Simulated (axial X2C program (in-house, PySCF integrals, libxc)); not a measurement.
# AlCo at several levels of theory

Calculated with an in-house all-electron X2C program for linear molecules (integrals from PySCF). Spin-free means the one-electron spin-free X2C Hamiltonian; two-component (2c) means X2C with spin–orbit coupling and atomic mean-field two-electron Coulomb and Gaunt terms, so the difference of the two also holds small scalar two-electron terms. Basis: Co dyall-cv3z [9s10p6d3f2g], Al dyall-v3z [8s8p2d1f] (cores contracted in-house); Gaussian nuclei, density fitting, unrestricted open shells. Masses: Co 58.933 u, Al 26.982 u.

Input:
```json
{
 "zs": [
  27,
  13
 ],
 "q": 0,
 "bas": [
  "dyall-cv3z",
  "dyall-v3z"
 ],
 "levels": [
  "PBE0",
  "HF",
  "r2SCAN0"
 ],
 "cc": true,
 "r0": 2.37,
 "thr": -2.0,
 "nmax": 90,
 "npts": 10,
 "nst": 2,
 "ntry": 6
}
```
```bash
python so2c.py task.json out
```

Keys: zs atomic numbers; q charge; bas basis sets; levels methods; cc coupled cluster on or off; r0 starting distance in Å; thr threshold in hartree for freezing inner shells (an s shell follows its p shell); nmax most natural virtual spinors; npts points on the curve; nst determinants followed; ntry starts of the search. HF also brings MP2.

State, spin-free: M_S = 1, Λ = 2 (beyond evenly filled blocks: σα, δ+α, δ+β, δ-α); electrons by block: σα: 11, σβ: 10, π+α: 4, π+β: 4, π-α: 4, π-β: 4, δ+α: 1, δ+β: 1, δ-α: 1. Fragments: Co + Al.

State, 2c: Ω = 3 (⟨Sz⟩ = 1.00, ⟨Lz⟩ = 2.00 at PBE0); electrons by block: 1/2: 15, -1/2: 14, 3/2: 5, -3/2: 5, 5/2: 1. Fragments: Co + Al.

```json
{"Hamiltonian": "spin-free", "level": "PBE0", "Re (Å)": "2.417", "ωe (cm⁻¹)": "285.2", "ωexe (cm⁻¹)": "1.16", "αe (cm⁻¹)": "0.000966", "De (eV)": "1.76", "μ (D)": "-0.43"}
{"Hamiltonian": "spin-free", "level": "CCSD", "Re (Å)": "2.446", "ωe (cm⁻¹)": "208.4", "ωexe (cm⁻¹)": "3.5", "αe (cm⁻¹)": "0.00229", "De (eV)": "0.378", "μ (D)": "n/a"}
{"Hamiltonian": "spin-free", "level": "CCSD(T)", "Re (Å)": "2.394", "ωe (cm⁻¹)": "237.5", "ωexe (cm⁻¹)": "3.3", "αe (cm⁻¹)": "0.00211", "De (eV)": "0.506", "μ (D)": "n/a"}
{"Hamiltonian": "spin-free", "level": "r2SCAN0", "Re (Å)": "2.406", "ωe (cm⁻¹)": "290.5", "ωexe (cm⁻¹)": "1.26", "αe (cm⁻¹)": "0.000993", "De (eV)": "1.47", "μ (D)": "-0.29"}
{"Hamiltonian": "2c", "level": "PBE0", "Re (Å)": "2.417", "ωe (cm⁻¹)": "285.0", "ωexe (cm⁻¹)": "1.16", "αe (cm⁻¹)": "0.000966", "De (eV)": "n/a", "μ (D)": "-0.43"}
{"Hamiltonian": "2c", "level": "CCSD", "Re (Å)": "2.456", "ωe (cm⁻¹)": "203.9", "ωexe (cm⁻¹)": "3.44", "αe (cm⁻¹)": "0.00233", "De (eV)": "n/a", "μ (D)": "n/a"}
{"Hamiltonian": "2c", "level": "CCSD(T)", "Re (Å)": "2.401", "ωe (cm⁻¹)": "233.0", "ωexe (cm⁻¹)": "3.3", "αe (cm⁻¹)": "0.00217", "De (eV)": "n/a", "μ (D)": "n/a"}
{"Hamiltonian": "2c", "level": "r2SCAN0", "Re (Å)": "2.407", "ωe (cm⁻¹)": "290.3", "ωexe (cm⁻¹)": "1.26", "αe (cm⁻¹)": "0.000992", "De (eV)": "n/a", "μ (D)": "-0.30"}
```

Correlated methods: 12 electrons correlated (number of frozen shells: Co 3 s, 2 p; Al 2 s, 1 p), 222 virtual spin orbitals or spinors in MP2, 90 natural virtuals in coupled cluster.

Dipoles are positive if Al is the positive end.

The state is a single determinant with fixed occupations, the lowest that a limited PBE0 search found. Dissociation energies refer to the lowest single-determinant-based atoms at the same level and basis. De is not given where an atomic determinant may have missed its ground term or J level, or where the truncated virtual space spoils (T). Density functionals use the spin component along the axis (collinear). Coupled cluster ran in a truncated set of natural virtual spinors; the MP2 energy of the rest was added. (T) has no such correction and the atoms are truncated less, which lowers De at CCSD(T) by a hundredth of an eV or more. Other states lie close and PBE0, whose exact exchange favours high spin, may order them wrongly; the determinant shown need not be the ground state. The nearest other spin-free determinant of the search, M_S = 1, Λ = 3, lies 0.26 eV up at the distance of the search. The functionals have no current-density term, which raises determinants with orbital currents, atoms included. With several unpaired electrons one determinant need not be a pure state. A state of lower Ω lies just above, and one determinant can place such states too high, so the state shown need not be the lowest. The search has Ω = 1 only 0.12 eV up. The determinant is spin-polarised beyond a pure state at some levels (its spin-free form has ⟨S²⟩ too high), which makes Re and μ there less reliable. The T1 diagnostic is large, a sign of multireference character.

No reliable constants came from HF (2c), HF (spin-free), MP2 (2c), MP2 (spin-free): no minimum in range, unconverged points, a curve that is not smooth, a change of character along it, or the two Hamiltonians disagreeing along it.

Rough cost a point (2c) on 1 thread(s) of a shared host, integrals apart: PBE0 0.5 s, CCSD(T) 8 s, r2SCAN0 0.8 s.

The whole task took 3.2 min on 1 thread of Arm Neoverse V1, on a shared host.
